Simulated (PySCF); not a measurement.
**Co¹³⁺ (cobalt, charge +13) across methods**

[Ne] 3s2 3p2, high-spin 3P determinant. All numbers are calculated (PySCF 2.14, the spin-free X2C one-electron Hamiltonian (Gaussian nucleus), in an uncontracted even-tempered set (19 s from 0.81 bohr⁻², ratio 2.5; 12 p from 1.1 bohr⁻², ratio 2.5; 5 d from 5.6 bohr⁻², ratio 2.7; 4 f from 8.5 bohr⁻², ratio 2.7)).

| method | E (hartree) | mean ε 3s α (eV) | mean ε 3s β (eV) | mean ε 3p α (eV) | Σ⟨r²⟩ (bohr²) | ⟨S²⟩ |
| --- | --- | --- | --- | --- | --- | --- |
| PBE | -1317.268 | -431.07 | -424.06 | -392.67 | 2.541 | 2.001 |
| LDA | -1314.752 | -430.46 | -424.17 | -392.25 | 2.542 | 2.000 |
| r2SCAN | -1317.476 | -433.28 | -424.36 | -393.96 | 2.544 | 2.002 |
| BP86 | -1317.678 | -431.19 | -424.50 | -392.75 | 2.538 | 2.001 |
| PBE0 | -1317.314 | -436.57 | -427.40 | -396.90 | 2.542 | 2.001 |
| UHF | -1316.89567 | -451.87 | -435.51 | -408.48 | 2.547 | 2.003 |

Problem. Estimate the same row for BHandHLYP.

Solution. E (hartree) = -1317.586; mean ε 3s α (eV) = -441.86; mean ε 3s β (eV) = -430.64; mean ε 3p α (eV) = -401.02; Σ⟨r²⟩ (bohr²) = 2.544; ⟨S²⟩ = 2.002.
